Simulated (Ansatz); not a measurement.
Relaxation of CH9NOSi (13 atoms, charge 0, multiplicity 1), to a largest force component of 0.03 eV/Å in at most 50 steps.

Computed with RKS PBE/def2-SVP in Ansatz.

```xyz
13
Properties=species:S:1:pos:R:3:forces:R:3
Si -0.808 -0.216 0.617 0.41 0.72 -0.38
H -1.010 -1.411 -1.829 -1.28 -2.26 0.33
H -2.210 -0.410 0.146 0.01 0.00 0.00
H -0.719 0.513 1.933 0.00 -0.01 0.00
N -0.086 -1.766 0.910 0.06 0.03 0.01
H -0.663 -0.819 -1.997 1.24 2.06 -0.66
O -0.100 0.850 -0.560 -0.32 -0.47 0.73
C 0.993 1.700 -0.274 0.03 0.03 -0.07
H 0.758 -1.825 1.487 -0.06 0.00 -0.04
H -0.068 -2.475 0.173 0.01 -0.01 0.01
H 0.828 2.696 -0.752 0.02 -0.14 0.05
H 1.953 1.288 -0.677 -0.12 0.03 0.06
H 1.134 1.875 0.821 0.00 0.01 -0.03
```

**Question.** Where does it end, and by what steps?

**Answer.** The forces met the threshold. The force dipped under the threshold on the way, but the program's further checks kept it going. After 29 steps the energy has fallen by 0.281 eV; H2 moved furthest, 2.37 Å.

| step | energy less start (eV) | largest force component (eV/Å) | accepted |
| --- | --- | --- | --- |
| 0 | 0.0000 | 2.259 | yes |
| 2 | -0.1901 | 0.618 | yes |
| 4 | -0.2082 | 0.574 | no |
| 6 | -0.2456 | 0.062 | yes |
| 8 | -0.2559 | 0.235 | yes |
| 10 | -0.2652 | 0.140 | yes |
| 12 | -0.2681 | 0.085 | yes |
| 14 | -0.2710 | 0.060 | yes |
| 16 | -0.2725 | 0.087 | yes |
| 18 | -0.2753 | 0.118 | yes |
| 20 | -0.2778 | 0.047 | yes |
| 22 | -0.2791 | 0.044 | yes |
| 24 | -0.2803 | 0.042 | yes |
| 26 | -0.2807 | 0.044 | yes |
| 28 | -0.2808 | 0.006 | yes |
| 29 | -0.2809 | 0.006 | yes |

```xyz
13
Properties=species:S:1:pos:R:3
Si -0.837 -0.374 0.960
H -1.034 0.283 -3.480
H -2.128 -0.969 0.498
H -0.993 0.641 2.062
N 0.171 -1.616 1.625
H -0.930 0.264 -2.716
O -0.270 0.401 -0.435
C 0.929 1.149 -0.459
H 0.924 -1.393 2.278
H 0.371 -2.475 1.108
H 1.122 1.479 -1.501
H 1.807 0.550 -0.122
H 0.869 2.059 0.183
```

Whether the end is a true minimum wasn't checked by a vibrational analysis.

Run time: 62 s on 2 threads of Arm Neoverse V1 (shared host), peak memory 0.15 GiB.
